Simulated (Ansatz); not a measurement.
Ansatz (a program for electronic structure) input (MP2/3-21G): The .json file is the Basis Set Exchange's 3-21G.

Ansatz 0.2 input:
```yaml
crystal:
  periodic: [false, false, false]
  atoms:
    - {symbol: In, position_ang: [0.00000000, 0.00000000, 0.00000000]}
basis:
  gaussian:
    orbitals: 3-21G.json
magnetization: {spin_polarized: true, initial_magnetization: 1}
correlation: {method: mp2, electrons: outside_noble_gas}
scf: {lower_state_search: full}
```

Question: Predict the final energy.

Answer: -5715.09370 Eh.
